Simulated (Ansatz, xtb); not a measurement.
# Relative energy of two isomers of C2H6O2Sn

We compare I, `CC[O][Sn][OH]`, a singlet, with II, `C[O][Sn][O]C`, a singlet. Both are isolated molecules in the gas phase, relaxed with PBE0-D4/def2-SVP; the shapes shown needn't be the lowest conformers.

I (Å):

| atom | x (Å) | y (Å) | z (Å) |
| --- | --- | --- | --- |
| C | 0.8836 | -1.1889 | -1.8071 |
| C | -0.4206 | -1.3278 | -2.5741 |
| O | -1.4343 | -0.4581 | -2.1914 |
| O | -0.1773 | 1.2365 | 0.0949 |
| Sn | -1.8826 | 1.0255 | -0.9312 |
| H | 1.6277 | -1.9135 | -2.1730 |
| H | 0.7350 | -1.3830 | -0.7323 |
| H | 1.3138 | -0.1820 | -1.9340 |
| H | -0.2144 | -1.1876 | -3.6542 |
| H | -0.7834 | -2.3704 | -2.4725 |
| H | 0.5523 | 0.6514 | -0.1358 |

II (Å):

```csv
atom,x (Å),y (Å),z (Å)
C,-0.6969,1.3973,-0.8272
C,0.3299,-1.2833,1.1887
O,0.3746,0.9664,-1.6004
O,1.2031,-1.4913,0.1274
Sn,1.6716,-0.5517,-1.5715
H,-1.3177,0.5706,-0.4327
H,-1.3604,2.0426,-1.4319
H,-0.3672,1.9996,0.0419
H,-0.6874,-1.6632,0.9708
H,0.6902,-1.8249,2.0827
H,0.2254,-0.2190,1.4728
```

Task: Which of the two would you expect CCSD(T)/def2-SVP + ΔMP2/def2-TZVPP electronic energies to favour?

Result: Structure I; the calculation gives E(II) − E(I) = +68.7 kJ/mol.

Level by level:

```
                             level          geometry  E(II) − E(I) (kJ/mol)  departure from the last row (kJ/mol)  job, with rough time for the two
                  PBE0-D4/def2-SVP  PBE0-D4/def2-SVP                   +59.0                                  −9.7                optimisation, 85 s
                       HF/def2-SVP  PBE0-D4/def2-SVP                   +47.4                                 −21.3           part of the CCSD(T) run
                      MP2/def2-SVP  PBE0-D4/def2-SVP                   +66.0                                  −2.7           part of the CCSD(T) run
                  CCSD(T)/def2-SVP  PBE0-D4/def2-SVP                   +60.0                                  −8.7                      single point
CCSD(T)/def2-SVP + ΔMP2/def2-TZVPP  PBE0-D4/def2-SVP                   +68.7                                                      single point, 50 s
```

As drawn, II has 1 C–O, 1 C–H in place of 1 C–C, 1 O–H.

None of the levels shown reverses the order. The largest departure from CCSD(T)/def2-SVP + ΔMP2/def2-TZVPP is that of HF/def2-SVP, 21.3 kJ/mol. Levels run at GFN2-xTB geometries aren't shown. The last row adds to CCSD(T) the change of the MP2 difference between the two basis sets, here +8.7 kJ/mol.

With thermal terms from frequencies at re-optimised GFN2-xTB minima (ideal gas, soft modes damped towards free rotors, one conformer each, 298.15 K, 1 atm): on the last row, ΔE + ΔZPE = +67.9, ΔH = +69.7, ΔG = +65.8 kJ/mol.

The correlated steps freeze 8 core orbitals; the filled d shell of Sn is correlated, in a basis made for valence electrons. Atoms past krypton carry core potentials in the def2 sets and no spin–orbit term is included. Run with Ansatz 0.2.0, xtb 6.7.1; the last row on 2 threads of Arm Neoverse V2 on a shared host.
